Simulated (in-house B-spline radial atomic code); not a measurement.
A calculation on the nickel ion Ni⁴⁺ (an excited or competing configuration): its settings, and results tabulated from the run. All numbers are computed (non-relativistic HSE06, spin-polarised, spherical fractional occupations, exact exchange averaged over the configuration; point nucleus) with a B-spline radial code for spherical atoms, not measured.

Command:
```bash
python run_scf.py task.json out
```
Settings:
```
Z                28
configuration    [Ne] 3s2 3p5 3d6 4d1
hamiltonian      nr
method           hse06
spin_polarised   True
exact_exchange   averaged over the configuration
```

Output (hartree, bohr):
```
 radial grid: 48 intervals, B-splines of order 8, outer radius 22.1277 bohr

 iter        energy (Eh)    residual
    1       -1479.803303    8.57e-01
    2       -1492.544385    6.80e-01
    3       -1498.712038    2.12e-01
    4       -1499.682010    6.31e-02
    5       -1499.759004    3.80e-02
    6       -1499.781782    4.52e-03
    7       -1499.781966    6.29e-04
    8       -1499.781970    3.70e-05
    9       -1499.781970    2.14e-06
   10       -1499.781970    4.47e-08

 total energy                     -1499.78197
 kinetic                            1498.8301
 electron-nucleus                  -3513.2314
 Hartree                             574.8089
 exact exchange                      -14.2333
 exchange-correlation                -45.9562

 orbital      occ     eigenvalue          <r>       <r^2>       <1/r>     <1/r^2>       r_max
 1s up      1.000      -303.3475    0.0548223  0.00402856     27.5156     1523.33     0.03614
 1s down    1.000      -303.3220    0.0548182  0.00402787     27.5171     1523.47     0.03614
 2s up      1.000       -39.0809     0.248068   0.0725564     5.95609     145.205      0.2074
 2s down    1.000       -38.9327     0.247472   0.0721639     5.96929     145.772      0.2072
 2p up      3.000       -34.4642     0.216676   0.0575627     5.90705     47.7685      0.1662
 2p down    3.000       -34.3248     0.216135   0.0572284     5.91746     47.9077       0.166
 3s up      1.000        -7.1245     0.726218    0.605004     1.94527     23.2285      0.6398
 3s down    1.000        -6.7411      0.73237    0.615902     1.92416     22.6465      0.6416
 3p up      3.000        -5.6743     0.744589    0.646627      1.8372     7.35777      0.6392
 3p down    2.000        -5.3089      0.75354    0.663471      1.8139     7.17225       0.642
 3d up      5.000        -3.2295     0.787576    0.757442     1.59466     3.30751       0.593
 3d down    1.000        -2.9343     0.810439    0.808229     1.56351      3.2076      0.5994
 4d up      1.000        -1.0789      2.62801     7.83315    0.495264    0.474888       2.392

 Slater integrals (Eh)
   F0(3p up,3p up)               1.211304
   F2(3p up,3p up)               0.611110
   F0(3p up,3p down)             1.204325
   F2(3p up,3p down)             0.607145
   F0(3p up,3d up)               1.180522
   F2(3p up,3d up)               0.572616
   G1(3p up,3d up)               0.697322
   G3(3p up,3d up)               0.432188
   F0(3p up,3d down)             1.164681
   F2(3p up,3d down)             0.562151
   F0(3p up,4d up)               0.451573
   F2(3p up,4d up)               0.084103
   G1(3p up,4d up)               0.028311
   G3(3p up,4d up)               0.024079
   F0(3p down,3p down)           1.197456
   F2(3p down,3p down)           0.603306
   F0(3p down,3d up)             1.173914
   F2(3p down,3d up)             0.569112
   F0(3p down,3d down)           1.158284
   F2(3p down,3d down)           0.558894
   G1(3p down,3d down)           0.683802
   G3(3p down,3d down)           0.421443
   F0(3p down,4d up)             0.451001
   F2(3p down,4d up)             0.084888
   (list cut)
```

Cost of the run: 0.69 s on 1 thread of Arm Neoverse N1, with other jobs on the host.
